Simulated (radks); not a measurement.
The numbers below are computed, except where a source is named.
All-electron atom: Er28+ in [Kr] 4d4. Code: a radial shooting solver on a logarithmic mesh with Libxc functionals. Model: Dirac Kohn-Sham, PBE, spin-unpolarised, spherical densities, point nucleus; open shells are shared between the two j in proportion to 2j + 1.

Unscreened Slater integrals over Kohn-Sham orbitals (eV). Large and small components are both included. Empty in this configuration: 5s1/2.

integral,value
"F0(4d5/2,4d5/2)",49.468
"F2(4d5/2,4d5/2)",25.314
"F4(4d5/2,4d5/2)",17.227
"F0(4d5/2,4d3/2)",49.780
"F2(4d5/2,4d3/2)",25.445
"G2(4d5/2,4d3/2)",25.360
"G4(4d5/2,4d3/2)",17.261
"F0(4d5/2,4p3/2)",49.504
"F2(4d5/2,4p3/2)",25.484
"G1(4d5/2,4p3/2)",31.719
"G3(4d5/2,4p3/2)",20.312
"F0(4d5/2,4p1/2)",50.597
"G3(4d5/2,4p1/2)",20.822
"F0(4d5/2,5s1/2)",34.525
"G2(4d5/2,5s1/2)",3.9843
"F0(4d3/2,4d3/2)",50.100
"F2(4d3/2,4d3/2)",25.593
"F0(4d3/2,4p3/2)",49.812
"F2(4d3/2,4p3/2)",25.599
"G1(4d3/2,4p3/2)",31.650
"G3(4d3/2,4p3/2)",20.305
"F0(4d3/2,4p1/2)",50.935
"G1(4d3/2,4p1/2)",33.013
"F0(4d3/2,5s1/2)",34.622
"G2(4d3/2,5s1/2)",3.9094
"F0(4p3/2,4p3/2)",49.660
"F2(4p3/2,4p3/2)",25.979
"F0(4p3/2,4p1/2)",50.739
"G2(4p3/2,4p1/2)",26.172
"F0(4p3/2,5s1/2)",34.557
"G1(4p3/2,5s1/2)",3.5248
"F0(4p1/2,4p1/2)",51.932
"F0(4p1/2,5s1/2)",34.895
"G1(4p1/2,5s1/2)",3.4969
"F0(5s1/2,5s1/2)",29.103
